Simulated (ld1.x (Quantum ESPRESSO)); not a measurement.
**hafnium (Hf), TM: configuration errors across variants**

* Element: Hf (Z = 72)
* Generator: ld1.x (Quantum ESPRESSO) 7.5
* Type: norm-conserving Troullier–Martins (Kleinman–Bylander form)
* Functional: LDA (PZ)
* Relativity: fully relativistic
* Frozen core: [Kr] 4d10 4f14
* Valence charge: 12
* Reference configuration: 5s2 5p6 5d2 6s1.5 6p0.5
* Partial waves: 5s (bound): rc 1.15 bohr; 5p (bound): rc 1.75 bohr; 5d (bound): rc 3.10 bohr
* Local potential: all-electron potential smoothed inside 2.70 bohr (lloc = -2)
* Core correction: none

Open shells are filled in proportion to 2j + 1 (rel_dist='average').

Occupied shells without a wave of their own: 6p, 6s. They enter only through the test configuration that unscreens the potential.

All-electron excitation energies from the reference (eV): (1) 5s2 5p6 5d2 6s2 6p0 -1.912; (2) 5s2 5p6 5d2 6s1 6p0 6.288; (3) 5s2 5p6 5d2 6s0 6p0 20.790; (4) 5s2 5p6 5d2 6s1 6p1 1.971; (5) 5s2 5p6 5d1 6s0 6p0 42.883; (6) 5s2 5p6 5d2 6s1.5 6p0 1.438; (7) 5s2 5p6 5d3 6s1 6p0 0.669.

For the base: The 6p, 6s levels have no wave, so the channel is fitted at the deeper level alone: the likely source of the large errors.

1 further variants failed, have other tests or too few solved ones, and are left out.

The file “base” misses its own reference levels by 0.9 eV. The file “local potential all-electron potential smoothed inside 1.96 bohr (lloc = -2)” misses its own reference levels by 0.4 eV. The file “local potential all-electron potential smoothed inside 2.44 bohr (lloc = -2)” misses its own reference levels by 0.6 eV. The file “local potential all-electron potential smoothed inside 2.76 bohr (lloc = -2)” misses its own reference levels by 1.0 eV. The file “local potential all-electron potential smoothed inside 3.10 bohr (lloc = -2)” misses its own reference levels by 1.4 eV. The file “local potential all-electron potential smoothed inside 3.48 bohr (lloc = -2)” misses its own reference levels by 1.9 eV.

Errors AE − PS in meV (a dash: test not solved or not reliable):

```csv
change,(1),(2),(3),(4),(5),(6),(7),bound ghosts
base,-368,+724,+2346,+384,+3219,+119,+478,none
local potential all-electron potential smoothed inside 1.96 bohr (lloc = -2),+185,-222,-892,-205,-1291,+6.9,-148,none
local potential all-electron potential smoothed inside 2.44 bohr (lloc = -2),-220,+434,+1403,+230,+1911,+71,+292,none
local potential all-electron potential smoothed inside 2.76 bohr (lloc = -2),-404,+800,+2592,+422,+3560,+132,+526,none
local potential all-electron potential smoothed inside 3.10 bohr (lloc = -2),-549,+1118,+3599,+572,+4964,+192,+723,none
local potential all-electron potential smoothed inside 3.48 bohr (lloc = -2),-721,+1533,+4894,+750,+6781,+279,+971,none
```

(1) Give the same row for: local potential all-electron potential smoothed inside 1.32 bohr (lloc = -2).

## Answers

(1) -2.4, -32, -70, +4.5, -109, -16, -12; bound ghosts: none.
